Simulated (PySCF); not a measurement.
Excitation energy of Co by level of theory

Co [Ar] 3d7 4s2 (4F) → Co [Ar] 3d6 4s2 5s1 (6D), as a difference of total energies. Computed with PySCF 2.14 in aug-cc-pVQZ, with no relativity, point nucleus. Correlated levels: valence: [Ar] frozen. The calculations carry no spin-orbit coupling.

```csv
method,excitation energy (cm⁻¹)
UHF,68600
LDA,90160
PBE,88755
PBE0,85346
r2SCAN,88268
M06-2X,80730
r2SCANh,87000
BHandHLYP,82855
MP2 (valence),83430
SCS-MP2 (valence),84600
```

A first-order spin-orbit estimate (lowest level to lowest level, LS coupling) adds 0.030 eV.

The upper state lies above the first ionisation limit, but in LS coupling its spin forbids autoionisation to the ground ion. A Rydberg-like electron needs more diffuse functions than a valence basis has.

The promoted electron is Rydberg-like, and one or two diffuse shells describe it only roughly, which tends to raise the upper state.
